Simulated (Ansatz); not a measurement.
A nudged elastic band was laid between two geometries of BrCl3H3HfN (9 atoms, charge 0, multiplicity 1).

Computed with Ansatz, RKS PBE/def2-SVP.

```json
{
  "movable images": "5",
  "climbing image": "yes",
  "spring": "5.0 eV/Å²",
  "optimiser": "quadratic models (default)",
  "start path": "through a guess of the saddle point",
  "force threshold": "0.05 eV/Å",
  "iteration limit": "60",
  "end points": "relaxed"
}
```

Initial state:

```xyz
9
Properties=species:S:1:pos:R:3
Hf -0.004 -0.026 -0.006
Cl 0.072 -0.395 2.367
Cl 2.070 -0.299 -1.105
Cl -1.515 1.669 -0.658
N -0.971 -1.645 -0.679
H -1.991 -1.738 -0.759
H -0.528 -2.524 -0.973
Br 1.642 2.665 1.330
H 1.245 1.771 2.399
```

Final state:

```xyz
9
Properties=species:S:1:pos:R:3
Hf 0.387 0.444 -0.730
Cl -1.158 0.185 2.832
Cl 1.548 0.100 -2.739
Cl -1.406 1.955 -0.978
N -0.317 -1.349 -0.190
H -0.920 -1.455 0.639
H -0.147 -2.265 -0.619
Br 1.965 1.256 1.097
H 0.065 0.606 2.604
```

**Question.** What changes between the two ends?

**Answer.** Bonds broken: Hf1–Cl2, Br8–H9. Bonds formed: Hf1–Br8, Cl2–H9. BrCl3H3HfN becomes BrCl2H2HfN + ClH.

**Question.** What energy profile does the band end with?

**Answer.** The forces met the threshold. The highest image is number 3 of 0 to 6, 0.191 eV above the first end and 0.157 eV above the last; the last end lies 0.035 eV above the first. A vibrational analysis at the climbing image gives one clearly imaginary mode, 70i cm⁻¹: a first-order saddle point. The orbitals stay closed-shell, which can raise the energy where a bond breaks towards radicals; this wasn't checked here.

```tsv
image	path coordinate (Å)	energy (eV)	Hf1–Cl2 (Å)	Br8–H9 (Å)	Hf1–Br8 (Å)
0	0.00	0.000	2.40	1.45	3.43
1	1.23	0.025	2.40	1.44	3.30
2	2.46	0.138	2.44	1.46	3.11
3	3.69	0.191	2.56	1.59	2.88
4	4.43	0.092	2.87	2.06	2.65
5	5.18	0.038	3.24	2.43	2.57
6	5.92	0.035	3.89	2.51	2.55
```

**Question.** What is the geometry of the highest image?

**Answer.** 
```xyz
9
Properties=species:S:1:pos:R:3
Hf -0.014 0.400 -0.152
Cl -0.909 0.622 2.236
Cl 1.649 0.417 -1.837
Cl -1.688 1.760 -1.108
N -0.542 -1.523 -0.319
H -1.301 -1.966 0.214
H -0.194 -2.174 -1.032
Br 2.199 1.036 1.572
H 0.819 0.904 2.341
```

**Question.** What are the harmonic wavenumbers there?

**Answer.** 70i, 9, 87, 101, 105, 132, 156, 169, 253, 285, 349, 366, 480, 488, 556, 627, 647, 1371, 1433, 3451, 3549 cm⁻¹.

The run took 6.4 min on 4 threads of Arm Neoverse V2, on a shared host, peak memory 0.27 GiB.
